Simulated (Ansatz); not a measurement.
The cluster FeCl₂. The state is a triplet with charge 0. Geometry r2SCAN-D4/def2-TZVP; atoms count from 1.

Cartesian coordinates in Å:
```
Fe 0.000 0.000 -0.001
Cl -0.240 -2.054 -0.392
Cl 0.241 2.053 0.393
```

The charge 0 triplet is spin-contaminated (final ⟨S²⟩ up to 3.01, 2.00 for a pure state). At PBE0-D4/def2-TZVP a quintet of charge 0 lies 1.43 eV below the triplet, each at its own geometry. The structure comes from a short search, and lower isomers may exist.

Q: Estimate the Mulliken populations from the PBE0/def2-TZVP orbitals of Ansatz.

A: 
```csv
atom,charge (e),spin (α − β),d electrons
Fe1,0.76,1.84,6.47
Cl2,-0.38,0.08,–
Cl3,-0.38,0.08,–
```
Mulliken values depend strongly on the basis.

Q: Where does the spin sit?

A: Summed by element: Fe 1.84, Cl 0.16, of 2 unpaired in all. Largest on single atoms: Fe1 1.84, Cl2 0.08, Cl3 0.08.

Q: And the Mayer bond orders between heavy atoms (over 0.3)?

A: Fe1–Cl2 1.05 (2.10 Å); Fe1–Cl3 1.05 (2.10 Å).
